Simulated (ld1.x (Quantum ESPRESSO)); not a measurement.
**What one change does to a pseudopotential (Cu, RRKJ)**

| Property | Result |
| --- | --- |
| Element | copper (Cu) |
| Generator | ld1.x (Quantum ESPRESSO) 7.5 |
| Type | norm-conserving RRKJ (Kleinman–Bylander form) |
| Functional | PBE |
| Relativity | scalar-relativistic |
| Frozen core | [Ar] |
| Valence charge | 11 |
| Reference configuration | 3d10 4s1 4p0 |
| Partial waves | 4s (bound): rc 2.35 bohr; 4p (bound, empty): rc 3.35 bohr; 3d (bound): rc 1.00 bohr |
| Local potential | the d channel |
| Core correction | a·sin(br)/r model core inside 0.55 bohr |
| rho0 | 0.005 |

All-electron outer shells of the reference configuration (PBE, scalar-relativistic, ld1.x):

```tsv
shell	level (eV)	outermost node (bohr)	outermost maximum (bohr)
3s	-114.70	0.29	0.61
3p	-72.14	0.26	0.62
3d	-5.04	–	0.60
4s	-4.61	0.89	2.27
4p	-0.70	0.97	3.65
```

Change: all radii but the core radius scaled by about 0.94 (s 2.20, p 3.14, d 0.94 bohr).

Cutoffs: the cutoffs (Ry, on a coarse ladder) from which the occupation-weighted sum of valence levels, in a spherical-Bessel basis at the reference potential, stays within 10 and 1 mRy of its value at 400 Ry; they do not see the model core or the augmentation charge, which bear on the density cutoff. Errors are all-electron minus pseudo energies relative to the spin-unpolarised reference configuration.

**Question.** Predict the effect on cutoff, ghosts and configuration errors.

**Answer.** Both files keep a bound ghost (p, s); of the 7 tests that both files solve, the error grows in 5 and shrinks in 0 by more than 15 % and 0.3 meV (median size 30.9 → 38.4 meV). That the errors move this way runs against the usual rule that smaller radii transfer better.

```csv
quantity,base,changed
"cutoff, loose",230 Ry,260 Ry
"cutoff, tight",over 300 Ry,over 300 Ry
loose cutoff by channel (10 mRy a level),"s 18 Ry, d 180 Ry","s 18 Ry, d 200 Ry"
bound ghosts,"s, p","s, p"
"error for 3d10 4s0 4p0, meV [ΔE 8.15 eV]",-12,-15
"error for 3d9 4s0 4p0, meV [ΔE 29.48 eV]",-48,-44
"error for 3d8 4s0 4p0, meV [ΔE 68.50 eV]",-464,-437
"error for 3d10 4s0 4p1, meV [ΔE 4.14 eV]",-4.3,-5.0
"error for 3d9 4s2 4p0, meV [ΔE 1.97 eV]",-72,-84
"error for 3d10 4s0.5 4p0, meV [ΔE 3.16 eV]",-2.2,-3.2
"error for 3d9 4s1 4p0, meV [ΔE 11.58 eV]",-31,-38
```

Base: These tests converged, but a pseudo level misses the all-electron one widely, so the file describes the atom poorly there or has found another state: 3d9 4s0 4p0: empty 4p by 3.9 eV (a node warning on the way); 3d8 4s0 4p0: empty 4s by 6.4 eV (a node warning on the way). Changed file: These tests converged, but a pseudo level misses the all-electron one widely, so the file describes the atom poorly there or has found another state: 3d9 4s0 4p0: empty 4p by 4.5 eV (a node warning on the way). A true bound ghost makes a file unfit for plane-wave use even where its test errors are small: the radial tests pick states by their node count and pass the ghost by.
